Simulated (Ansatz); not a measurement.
Br3HOSn (`[OH][Sn]([Br])([Br])[Br]`). Total charge 0; spin multiplicity 1. Sn: def2 effective core potential. Geometry: relaxed with PBE0-D4/def2-TZVP. It is one conformer, not always the lowest.

```xyz
6

O     0.741    0.574    1.327
Sn    0.002   -0.082   -0.339
Br    1.776    0.164   -1.988
Br   -0.661   -2.429   -0.098
Br   -1.971    1.235   -0.957
H     0.113    0.538    2.056
```

What is the dipole moment at PBE/def2-TZVPP? (An estimate is asked.)

Ansatz gave: 1.09 D, with components (-0.69, -0.03, 0.85) D in this frame, pointing from negative to positive charge.

And with r2SCAN, B3LYP, ωB97M-V? (Best estimate.)

Ansatz gave: r2SCAN 1.14 D, B3LYP 1.12 D, ωB97M-V 1.13 D.

Give the Mulliken charges with PBE, B3LYP, r2SCAN in def2-TZVPP. (Best estimate.)

Ansatz gave: 
```csv
atom,PBE,B3LYP,r2SCAN
O1,-0.44,-0.49,-0.49
Sn2,1.01,1.10,1.09
Br3,-0.25,-0.26,-0.26
Br4,-0.26,-0.27,-0.27
Br5,-0.26,-0.27,-0.27
H6,0.19,0.19,0.20
```

B3LYP here is the variant with VWN-RPA as its local correlation; programs differ in this.
